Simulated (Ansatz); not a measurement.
Correlation energies of C3H6AlN by basis set

```xyz
11

C    -0.8829   -1.1591    1.0344
C    -0.8106   -0.1655    0.1181
C    -0.1286    0.6326   -0.6229
N    -0.3064    1.5767   -1.5737
Al    1.2196   -0.5018    0.4174
H    -1.0638   -0.9354    2.0834
H    -1.0577   -2.1873    0.7250
H    -1.2089    2.0167   -1.6524
H     0.4725    2.1748   -1.7793
H     1.8784   -1.6876   -0.4010
H     1.8883    0.2358    1.6510
```

Total charge 0; spin multiplicity 1. The bonds changed during the relaxation, so this is another structure than the one it started from. Geometry: relaxed with PBE0-D4/def2-TZVP. It is one conformer, not always the lowest. Frozen core, restricted reference, Ansatz 0.2.0. CBS rows extrapolate triple and quadruple zeta; past MP2 they add the triple-zeta difference.

| basis | HF (Eh) | MP2 corr. | CCSD corr. | (T) | CCSD(T) total |
| --- | --- | --- | --- | --- | --- |
| def2-TZVPP | -413.45957 | -0.77176 | -0.80594 | -0.03878 | -414.30429 |
| def2-QZVPP | -413.47456 | -0.82298 | – | – | – |
| CBS(def2) | -413.47663 | -0.86092 | -0.89510 | as TZ | -414.41051 |
